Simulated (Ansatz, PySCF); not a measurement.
Si(Cl)(OH)(SH)2 (ClH3OS2Si), SMILES [Si](S)(S)(O)Cl.

Coordinates come from a B3LYP-D3(BJ)/def2-SVP optimisation. This is a generated structure with no PubChem entry under its InChIKey; it may be hypothetical. One conformer was computed; it need not be the lowest.

Vertical ionisation energy (IE) and electron affinity (EA) in eV. Rows of orbital energies are one-electron estimates. Where ΔSCF, EOM or ADC give a negative EA the extra electron is unbound and the value depends on the basis.

```json
[
 {"level": "−ε(HOMO), −ε(LUMO), ωB97X/def2-TZVP (PySCF)", "IE": "10.28", "EA": "-2.12"},
 {"level": "−ε(HOMO), −ε(LUMO), PBE/def2-TZVP (PySCF)", "IE": "6.62", "EA": "1.05"},
 {"level": "ΔSCF, CAM-B3LYP/def2-SVPD (Ansatz), final states of multiplicity 2 and 2", "IE": "10.14", "EA": "-0.85"},
 {"level": "ΔSCF, PBE/def2-SVPD (Ansatz), final states of multiplicity 2 and 2", "IE": "9.45", "EA": "-0.50"}
]
```

Question: What vertical singlet–triplet gap does ΔSCF give with CAM-B3LYP/def2-SVPD (Ansatz, a first-principles code) and with PBE/def2-SVPD (Ansatz)? (An estimate is asked for; the answer gives what the named calculation found.)

Answer: 6.00 and 5.41 eV (triplet above singlet where positive).
